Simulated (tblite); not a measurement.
Species: C₆H₁₀N₂OSi.
Atom-mapped SMILES: `[CH2:1]=[CH:2][CH2:3][N:4]([SiH2:5][C:6]#[N:7])[C:8]([CH3:9])=[O:10]` (hydrogens: H11, H12 on C1; H13 on C2; H14, H15 on C3; H16, H17 on Si5; H18, H19, H20 on C9)

Computed with GFN2-xTB (tblite), gas phase: L-BFGS steps from a force-field or distance-geometry start until the largest atomic force falls under 0.01 eV/Å.

Step 12: E = -804.0007 eV
```
atom  x, y, z in Å  |  force x, y, z in eV/Å
C1      2.7419    0.5710   -0.3629    0.056   0.003  -0.037
C2      1.4626    0.8647   -0.4831   -0.123   0.068   0.082
C3      0.4921    0.8619    0.6642   -0.084  -0.053  -0.024
N4     -0.5139   -0.1624    0.4643    0.011  -0.053   0.097
Si5    -0.2562   -1.8362    0.9461    0.035  -0.110  -0.066
C6      0.1419   -2.8885   -0.5480   -0.108   0.018   0.025
N7      0.4248   -3.5737   -1.4208   -0.011   0.061   0.007
C8     -1.7118    0.0349   -0.1277    0.176   0.124   0.039
C9     -2.0899    1.4308   -0.5586   -0.022  -0.015  -0.021
O10    -2.4321   -0.9400   -0.2625    0.020  -0.055  -0.020
H11     3.1913    0.3197    0.5859   -0.055   0.052  -0.056
H12     3.3958    0.5825   -1.2167    0.065  -0.051  -0.004
H13     1.0310    1.0903   -1.4536    0.075  -0.017   0.126
H14    -0.0131    1.8287    0.7460    0.168   0.033   0.074
H15     1.0048    0.6339    1.6057    0.012   0.172  -0.150
H16    -1.3351   -2.3958    1.7421   -0.011   0.056  -0.040
H17     1.0270   -1.7570    1.6697   -0.122  -0.021  -0.025
H18    -3.0443    1.4031   -1.0727   -0.079  -0.072  -0.026
H19    -1.3418    1.8536   -1.2251    0.020  -0.068  -0.037
H20    -2.1801    2.0892    0.3047   -0.024  -0.068   0.054
```

Step 13: E = -804.0089 eV
```
atom  x, y, z in Å  |  force x, y, z in eV/Å
C1      2.7415    0.5730   -0.3653    0.206  -0.035  -0.006
C2      1.4656    0.8710   -0.4849   -0.310   0.053   0.062
C3      0.4970    0.8660    0.6674   -0.047  -0.025  -0.038
N4     -0.5084   -0.1608    0.4697    0.024  -0.002   0.116
Si5    -0.2681   -1.8406    0.9492    0.051  -0.012  -0.104
C6      0.1268   -2.8830   -0.5507   -0.083   0.003   0.048
N7      0.4254   -3.5674   -1.4185   -0.018   0.043  -0.034
C8     -1.7043    0.0338   -0.1263    0.233   0.150   0.070
C9     -2.0912    1.4248   -0.5580    0.002  -0.021  -0.019
O10    -2.4181   -0.9448   -0.2623   -0.042  -0.154  -0.029
H11     3.1836    0.3233    0.5878   -0.026   0.054  -0.078
H12     3.3992    0.5775   -1.2174    0.041  -0.044   0.024
H13     1.0319    1.0897   -1.4573    0.077  -0.005   0.168
H14    -0.0056    1.8347    0.7519    0.139   0.005   0.052
H15     1.0181    0.6486    1.6088   -0.034   0.115  -0.199
H16    -1.3535   -2.3988    1.7362    0.006   0.058  -0.018
H17     1.0230   -1.7552    1.6574   -0.128  -0.050   0.008
H18    -3.0449    1.3909   -1.0725   -0.086  -0.060  -0.016
H19    -1.3441    1.8468   -1.2241    0.042  -0.034  -0.069
H20    -2.1790    2.0813    0.3059   -0.046  -0.039   0.062
```

Step 14: E = -804.0165 eV
```
atom  x, y, z in Å  |  force x, y, z in eV/Å
C1      2.7414    0.5752   -0.3682    0.214  -0.042   0.019
C2      1.4665    0.8776   -0.4852   -0.295  -0.004   0.024
C3      0.5008    0.8700    0.6697    0.010   0.027  -0.034
N4     -0.5022   -0.1590    0.4777    0.019   0.060   0.109
Si5    -0.2804   -1.8451    0.9508    0.028   0.086  -0.104
C6      0.1100   -2.8771   -0.5527   -0.046  -0.033   0.028
N7      0.4253   -3.5595   -1.4158   -0.027   0.024  -0.074
C8     -1.6938    0.0331   -0.1238    0.175   0.092   0.067
C9     -2.0922    1.4184   -0.5578    0.023  -0.027  -0.012
O10    -2.4011   -0.9514   -0.2614   -0.044  -0.169  -0.030
H11     3.1756    0.3279    0.5887    0.020   0.045  -0.066
H12     3.4036    0.5715   -1.2176    0.007  -0.029   0.042
H13     1.0338    1.0890   -1.4583    0.041   0.021   0.142
H14     0.0039    1.8409    0.7585    0.077   0.003   0.022
H15     1.0310    0.6650    1.6078   -0.042   0.037  -0.165
H16    -1.3725   -2.4010    1.7291    0.022   0.060   0.007
H17     1.0164   -1.7542    1.6441   -0.105  -0.077   0.054
H18    -3.0467    1.3771   -1.0721   -0.053  -0.050   0.010
H19    -1.3457    1.8396   -1.2243    0.037  -0.003  -0.081
H20    -2.1787    2.0726    0.3079   -0.061  -0.020   0.042
```

Question: Estimate the geometry and energy of step 15. (The exact step hangs on the optimiser's Hessian estimate; all steps are aligned on step 14, rigid shifts and turns removed.)

Answer: E = -804.0212 eV, largest force 0.143 eV/Å
```
atom  x, y, z in Å  |  force x, y, z in eV/Å
C1      2.7418    0.5764   -0.3699    0.098  -0.021   0.026
C2      1.4653    0.8809   -0.4844   -0.118  -0.058  -0.007
C3      0.5027    0.8729    0.6703    0.040   0.062  -0.020
N4     -0.4982   -0.1569    0.4848   -0.001   0.095   0.083
Si5    -0.2878   -1.8467    0.9500   -0.011   0.117  -0.072
C6      0.0988   -2.8741   -0.5536   -0.019  -0.050  -0.001
N7      0.4244   -3.5537   -1.4150   -0.031   0.005  -0.100
C8     -1.6855    0.0328   -0.1214    0.052   0.006   0.032
C9     -2.0925    1.4142   -0.5580    0.029  -0.028  -0.006
O10    -2.3890   -0.9570   -0.2608    0.012  -0.105  -0.018
H11     3.1712    0.3316    0.5881    0.058   0.029  -0.028
H12     3.4067    0.5673   -1.2171   -0.015  -0.016   0.037
H13     1.0355    1.0890   -1.4565   -0.010   0.043   0.067
H14     0.0111    1.8450    0.7630    0.018   0.027  -0.001
H15     1.0382    0.6758    1.6037   -0.009  -0.024  -0.073
H16    -1.3834   -2.4010    1.7244    0.034   0.062   0.020
H17     1.0101   -1.7551    1.6366   -0.070  -0.089   0.087
H18    -3.0487    1.3675   -1.0715   -0.005  -0.046   0.033
H19    -1.3460    1.8351   -1.2259    0.008   0.007  -0.064
H20    -2.1797    2.0669    0.3099   -0.059  -0.017   0.006
```

The energy changes by -0.0047 eV. The first-order estimate −F·Δx gives -0.0068 eV and the mean of the old and new forces, exact on a quadratic surface, -0.0047 eV. The step makes an angle of 72° with the force vector and moves no atom by more than 0.014 Å.

What follows is the cost of the whole relaxation. The run took 1.7 s of wall time on an Arm Neoverse N1 with one thread, shared host with 64 logical CPUs at a one-minute load of 58.
